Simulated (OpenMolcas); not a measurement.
# Multiplet structure of Li

* Program: OpenMolcas 26.06
* Method: CASSCF
* Basis: ANO-RCC-VTZP [4s3p2d1f]
* Scalar Hamiltonian: DKH2, point nucleus
* Active space: 1 electron in 4 orbitals (2s 2p)
* State averaging: 2S+1 = 2 even, 1 root; 2S+1 = 2 odd, 3 roots
* Spin-orbit coupling: RASSI with atomic mean-field integrals over the reference wave functions, term energies averaged over their components

Spin-free terms above the lowest, with the occupations of the reference:

```json
{"Configuration": "2s", "Term": "²S", "E (cm⁻¹)": "0.0", "Occupations": "2s 1.00"}
{"Configuration": "2p", "Term": "²P°", "E (cm⁻¹)": "14851", "Occupations": "2p 1.00"}
```

With spin-orbit coupling, above the lowest level:

```json
{"Configuration": "2s", "Term": "²S", "J": "1/2", "E (cm⁻¹)": "0.0", "Measured (cm⁻¹)": "0.0", "Term weight %": "100"}
{"Configuration": "2p", "Term": "²P°", "J": "1/2", "E (cm⁻¹)": "14851", "Measured (cm⁻¹)": "14904", "Term weight %": "100"}
{"Configuration": "2p", "Term": "²P°", "J": "3/2", "E (cm⁻¹)": "14851", "Measured (cm⁻¹)": "14904", "Term weight %": "100"}
```

Against the 2 measured excited levels shown (NIST Handbook of Basic Atomic Spectroscopic Data) the mean absolute deviation is 53 cm-1; the largest miss in energy is 2p ²P°_3/2: computed 14851, measured 14904 cm⁻¹ (-0.4 %).

ANO sets are built for ground and valence states and can reach diffuse excited orbitals poorly. With one active electron the reference holds no correlation, so core polarisation is missing. Measured partners are found by configuration, term and J. A level has none where our copy of the source lacks it or the pairing is in doubt (some pairs that miss far off the trend of their configuration count as doubtful), and it then counts in no deviation. Only configurations of the active space appear.

The term weight is that of the spin-free term in the level, not the purity of its configuration. ° marks odd parity.
